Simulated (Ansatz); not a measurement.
Ansatz (a quantum-chemistry and plane-wave program) input file for H₈N₂Si₂, SMILES N[SiH2][SiH2]N, PBE0-D3(BJ)/def2-SVP. 

Ansatz 0.2 input:
```yaml
crystal:
  periodic: [false, false, false]
  atoms:
    - {symbol: Si, position_ang: [1.14777016, -0.30788901, -0.54521870]}
    - {symbol: N, position_ang: [1.69335930, 1.10338694, 0.29915560]}
    - {symbol: Si, position_ang: [-1.04480686, -0.68614022, 0.07143395]}
    - {symbol: N, position_ang: [-1.94934422, 0.67455758, 0.65035142]}
    - {symbol: H, position_ang: [2.11435636, -1.32740509, -0.12015576]}
    - {symbol: H, position_ang: [1.32901446, -0.18974575, -2.01089259]}
    - {symbol: H, position_ang: [1.13735595, 1.94270162, 0.26029644]}
    - {symbol: H, position_ang: [2.66848593, 1.35219964, 0.24483095]}
    - {symbol: H, position_ang: [-1.85467989, -1.14878929, -1.06334694]}
    - {symbol: H, position_ang: [-1.17372433, -1.65443177, 1.16640287]}
    - {symbol: H, position_ang: [-2.21179345, 1.39305173, -0.00535586]}
    - {symbol: H, position_ang: [-1.65860695, 1.10321660, 1.51465832]}
basis:
  gaussian:
    orbitals: def2-SVP
hamiltonian:
  xc: pbe0
  dispersion: d3bj
relax: {f_tol: 0.002, max_steps: 200}
```

Output:

```
WARN ansatz: RAYON_NUM_THREADS=1 ignored (pool sized by the plan → 1); use --threads N
Functional definition: PBE0
integrals: 0.06 GiB planned
1101 factors; integrals over basis functions are off by at most 4.8e-4 eV
mean field: 0.42 GiB planned
mean field evaluation 1: about -18839.8167 eV, gradient 6.8e1 eV
mean field evaluation 2: about -18826.1819 eV, gradient 9.9e1 eV
mean field evaluation 4: about -18848.8781 eV, gradient 2.6e0 eV
mean field evaluation 8: about -18848.9083 eV, gradient 3.2e-2 eV
mean field evaluation 16: about -18848.9083 eV, gradient 2.1e-5 eV
mean field -18848.90830261 eV, -692.6846038721 hartree, gradient 2.1e-5 eV, S^2 0.000000; 0 other end points of the search recorded, 0 dependent functions left out
the calculation of the forces begins
reference -18848.90833338 eV, -692.6846050026 hartree; 25, 25 occupied and 79, 79 virtual orbitals, 1101 factors
relax step   1: F+E_penalty+E_count = -18849.13936686 eV  Δ(F+E_penalty+E_count) = +0.000e0 eV  max|allowed force component| = 7.065e-1 eV/Å  Δτ_max = 0.0000 Å  (25 SCF iters, accepted)
these checks for a lower state are left out or cut short: starts, cluster_reference, orbital_swaps, neighbouring_geometries, increment
integrals: 0.06 GiB planned
1101 factors; integrals over basis functions are off by at most 4.9e-4 eV
mean field: 0.42 GiB planned
mean field -18849.03761400 eV, -692.6893559779 hartree, gradient 2.3e-5 eV, S^2 0.000000; 0 other end points of the search recorded, 0 dependent functions left out
the calculation of the forces begins
[...]
mean field: 0.42 GiB planned
mean field -18849.10891551 eV, -692.6919762602 hartree, gradient 4.9e-5 eV, S^2 0.000000; 0 other end points of the search recorded, 0 dependent functions left out
the calculation of the forces begins
reference -18849.10894699 eV, -692.6919774170 hartree; 25, 25 occupied and 79, 79 virtual orbitals, 1101 factors
relax step  25: F+E_penalty+E_count = -18849.34524548 eV  Δ(F+E_penalty+E_count) = -8.515e-3 eV  max|allowed force component| = 3.599e-1 eV/Å  Δτ_max = 0.0540 Å  (23 SCF iters, accepted)
these checks for a lower state are left out or cut short: starts, cluster_reference, orbital_swaps, neighbouring_geometries, increment
integrals: 0.06 GiB planned
1101 factors; integrals over basis functions are off by at most 7.4e-4 eV
mean field: 0.42 GiB planned
mean field evaluation 160: about -18849.1128 eV, gradient 4.8e-6 eV
mean field -18849.11275452 eV, -692.6921173409 hartree, gradient 4.8e-6 eV, S^2 0.000000; 0 other end points of the search recorded, 0 dependent functions left out
the calculation of the forces begins
reference -18849.11278616 eV, -692.6921185038 hartree; 25, 25 occupied and 79, 79 virtual orbitals, 1101 factors
relax step  26: F+E_penalty+E_count = -18849.34874794 eV  Δ(F+E_penalty+E_count) = -3.502e-3 eV  max|allowed force component| = 7.599e-1 eV/Å  Δτ_max = 0.1459 Å  (27 SCF iters, accepted)
these checks for a lower state are left out or cut short: starts, cluster_reference, orbital_swaps, neighbouring_geometries, increment
integrals: 0.06 GiB planned
1101 factors; integrals over basis functions are off by at most 8.7e-4 eV
mean field: 0.42 GiB planned
mean field -18849.13045876 eV, -692.6927679600 hartree, gradient 1.2e-5 eV, S^2 0.000000; 0 other end points of the search recorded, 0 dependent functions left out
the calculation of the forces begins
reference -18849.13049033 eV, -692.6927691202 hartree; 25, 25 occupied and 79, 79 virtual orbitals, 1101 factors
relax step  27: F+E_penalty+E_count = -18849.36777632 eV  Δ(F+E_penalty+E_count) = -1.903e-2 eV  max|allowed force component| = 4.008e-2 eV/Å  Δτ_max = 0.1294 Å  (26 SCF iters, accepted)
these checks for a lower state are left out or cut short: starts, cluster_reference, orbital_swaps, neighbouring_geometries, increment
integrals: 0.06 GiB planned
1101 factors; integrals over basis functions are off by at most 9.0e-4 eV
mean field: 0.42 GiB planned
mean field -18849.13133453 eV, -692.6928001439 hartree, gradient 4.6e-5 eV, S^2 0.000000; 0 other end points of the search recorded, 0 dependent functions left out
the calculation of the forces begins
reference -18849.13136609 eV, -692.6928013036 hartree; 25, 25 occupied and 79, 79 virtual orbitals, 1101 factors
relax step  28: F+E_penalty+E_count = -18849.36866705 eV  Δ(F+E_penalty+E_count) = -8.907e-4 eV  max|allowed force component| = 3.237e-2 eV/Å  Δτ_max = 0.0207 Å  (23 SCF iters, accepted)
these checks for a lower state are left out or cut short: starts, cluster_reference, orbital_swaps, neighbouring_geometries, increment
integrals: 0.06 GiB planned
1101 factors; integrals over basis functions are off by at most 9.3e-4 eV
mean field: 0.42 GiB planned
mean field -18849.13275465 eV, -692.6928523322 hartree, gradient 4.5e-5 eV, S^2 0.000000; 0 other end points of the search recorded, 0 dependent functions left out
the calculation of the forces begins
reference -18849.13278626 eV, -692.6928534941 hartree; 25, 25 occupied and 79, 79 virtual orbitals, 1101 factors
relax step  29: F+E_penalty+E_count = -18849.36920851 eV  Δ(F+E_penalty+E_count) = -5.415e-4 eV  max|allowed force component| = 4.895e-2 eV/Å  Δτ_max = 0.0389 Å  (23 SCF iters, accepted)
these checks for a lower state are left out or cut short: starts, cluster_reference, orbital_swaps, neighbouring_geometries, increment
integrals: 0.06 GiB planned
1101 factors; integrals over basis functions are off by at most 9.4e-4 eV
mean field: 0.42 GiB planned
mean field -18849.13295694 eV, -692.6928597665 hartree, gradient 1.1e-5 eV, S^2 0.000000; 0 other end points of the search recorded, 0 dependent functions left out
the calculation of the forces begins
reference -18849.13298858 eV, -692.6928609292 hartree; 25, 25 occupied and 79, 79 virtual orbitals, 1101 factors
relax step  30: F+E_penalty+E_count = -18849.36941798 eV  Δ(F+E_penalty+E_count) = -2.095e-4 eV  max|allowed force component| = 2.306e-2 eV/Å  Δτ_max = 0.0098 Å  (21 SCF iters, accepted)
these checks for a lower state are left out or cut short: starts, cluster_reference, orbital_swaps, neighbouring_geometries, increment
integrals: 0.06 GiB planned
1101 factors; integrals over basis functions are off by at most 9.4e-4 eV
mean field: 0.42 GiB planned
mean field -18849.13297428 eV, -692.6928604036 hartree, gradient 2.0e-5 eV, S^2 0.000000; 0 other end points of the search recorded, 0 dependent functions left out
the calculation of the forces begins
reference -18849.13300595 eV, -692.6928615673 hartree; 25, 25 occupied and 79, 79 virtual orbitals, 1101 factors
relax step  31: F+E_penalty+E_count = -18849.36952207 eV  Δ(F+E_penalty+E_count) = -1.041e-4 eV  max|allowed force component| = 3.383e-2 eV/Å  Δτ_max = 0.0150 Å  (21 SCF iters, accepted)
these checks for a lower state are left out or cut short: starts, cluster_reference, orbital_swaps, neighbouring_geometries, increment
integrals: 0.06 GiB planned
1101 factors; integrals over basis functions are off by at most 9.3e-4 eV
mean field: 0.42 GiB planned
mean field evaluation 192: about -18849.1328 eV, gradient 3.0e-1 eV
mean field -18849.13315704 eV, -692.6928671198 hartree, gradient 1.0e-5 eV, S^2 0.000000; 0 other end points of the search recorded, 0 dependent functions left out
the calculation of the forces begins
reference -18849.13318872 eV, -692.6928682843 hartree; 25, 25 occupied and 79, 79 virtual orbitals, 1101 factors
relax step  32: F+E_penalty+E_count = -18849.36958690 eV  Δ(F+E_penalty+E_count) = -6.484e-5 eV  max|allowed force component| = 7.242e-3 eV/Å  Δτ_max = 0.0078 Å  (21 SCF iters, accepted)
these checks for a lower state are left out or cut short: starts, cluster_reference, orbital_swaps, neighbouring_geometries, increment
integrals: 0.06 GiB planned
1101 factors; integrals over basis functions are off by at most 9.4e-4 eV
mean field: 0.42 GiB planned
mean field -18849.13322766 eV, -692.6928697152 hartree, gradient 9.1e-6 eV, S^2 0.000000; 0 other end points of the search recorded, 0 dependent functions left out
the calculation of the forces begins
reference -18849.13325936 eV, -692.6928708801 hartree; 25, 25 occupied and 79, 79 virtual orbitals, 1101 factors
relax step  33: F+E_penalty+E_count = -18849.36960097 eV  Δ(F+E_penalty+E_count) = -1.407e-5 eV  max|allowed force component| = 4.008e-3 eV/Å  Δτ_max = 0.0051 Å  (21 SCF iters, accepted)
these checks for a lower state are left out or cut short: starts, cluster_reference, orbital_swaps, neighbouring_geometries, increment
integrals: 0.06 GiB planned
1101 factors; integrals over basis functions are off by at most 9.4e-4 eV
mean field: 0.42 GiB planned
mean field -18849.13326071 eV, -692.6928709296 hartree, gradient 9.0e-5 eV, S^2 0.000000; 0 other end points of the search recorded, 0 dependent functions left out
the calculation of the forces begins
reference -18849.13329242 eV, -692.6928720949 hartree; 25, 25 occupied and 79, 79 virtual orbitals, 1101 factors
relax step  34: F+E_penalty+E_count = -18849.36960745 eV  Δ(F+E_penalty+E_count) = -6.480e-6 eV  max|allowed force component| = 3.642e-3 eV/Å  Δτ_max = 0.0041 Å  (18 SCF iters, accepted)
these checks for a lower state are left out or cut short: starts, cluster_reference, orbital_swaps, neighbouring_geometries, increment
integrals: 0.06 GiB planned
1101 factors; integrals over basis functions are off by at most 9.4e-4 eV
mean field: 0.42 GiB planned
mean field -18849.13328909 eV, -692.6928719725 hartree, gradient 6.8e-5 eV, S^2 0.000000; 0 other end points of the search recorded, 0 dependent functions left out
the calculation of the forces begins
reference -18849.13332081 eV, -692.6928731383 hartree; 25, 25 occupied and 79, 79 virtual orbitals, 1101 factors
relax step  35: F+E_penalty+E_count = -18849.36961178 eV  Δ(F+E_penalty+E_count) = -4.332e-6 eV  max|allowed force component| = 3.079e-3 eV/Å  Δτ_max = 0.0033 Å  (18 SCF iters, accepted)
these checks for a lower state are left out or cut short: starts, cluster_reference, orbital_swaps, neighbouring_geometries, increment
integrals: 0.06 GiB planned
1101 factors; integrals over basis functions are off by at most 9.4e-4 eV
mean field: 0.42 GiB planned
mean field -18849.13327708 eV, -692.6928715312 hartree, gradient 2.7e-5 eV, S^2 0.000000; 0 other end points of the search recorded, 0 dependent functions left out
the calculation of the forces begins
reference -18849.13330880 eV, -692.6928726969 hartree; 25, 25 occupied and 79, 79 virtual orbitals, 1101 factors
relax step  36: F+E_penalty+E_count = -18849.36961423 eV  Δ(F+E_penalty+E_count) = -2.451e-6 eV  max|allowed force component| = 1.989e-3 eV/Å  Δτ_max = 0.0010 Å  (17 SCF iters, accepted)
integrals: 0.06 GiB planned
1101 factors; integrals over basis functions are off by at most 9.4e-4 eV
mean field: 0.42 GiB planned
mean field evaluation 224: about -18849.1333 eV, gradient 2.8e-2 eV
mean field -18849.13327708 eV, -692.6928715312 hartree, gradient 2.7e-5 eV, S^2 0.000000; 1 other end points of the search recorded, 0 dependent functions left out
the calculation of the forces begins
reference -18849.13330880 eV, -692.6928726969 hartree; 25, 25 occupied and 79, 79 virtual orbitals, 1101 factors
Total energy: -18849.36964596 eV, -692.7015579272 hartree
Atom 0 at     1.168660    -0.283990    -0.655624 Å, force     0.000528    -0.000041    -0.000386 eV/Å
Atom 1 at     1.721158     0.972004     0.402569 Å, force     0.001620    -0.001157     0.000976 eV/Å
Atom 2 at    -0.986311    -0.675215     0.180356 Å, force    -0.000294    -0.001989    -0.000820 eV/Å
Atom 3 at    -1.587356     0.932132     0.531420 Å, force     0.000261     0.000532     0.001375 eV/Å
Atom 4 at     2.056312    -1.488119    -0.584762 Å, force    -0.000196     0.000722     0.000254 eV/Å
Atom 5 at     1.097721     0.079811    -2.117068 Å, force    -0.000336    -0.000059    -0.000334 eV/Å
Atom 6 at     1.000044     1.562692     0.806411 Å, force    -0.000590     0.000188    -0.000674 eV/Å
Atom 7 at     2.587829     1.474978     0.253924 Å, force    -0.000352     0.000533    -0.000032 eV/Å
Atom 8 at    -1.828516    -1.504535    -0.750654 Å, force     0.000211     0.000412     0.000488 eV/Å
Atom 9 at    -0.944409    -1.400861     1.487695 Å, force    -0.000131    -0.000205     0.000205 eV/Å
Atom 10 at    -1.706663     1.568204    -0.251427 Å, force    -0.000185     0.001114    -0.001407 eV/Å
Atom 11 at    -2.381082     1.017611     1.159321 Å, force    -0.000535    -0.000049     0.000355 eV/Å
Dipole moment:    -0.208469     0.392433    -0.000151 e Å
```

The run converged.

Cost: very roughly 2.2 core-minutes.
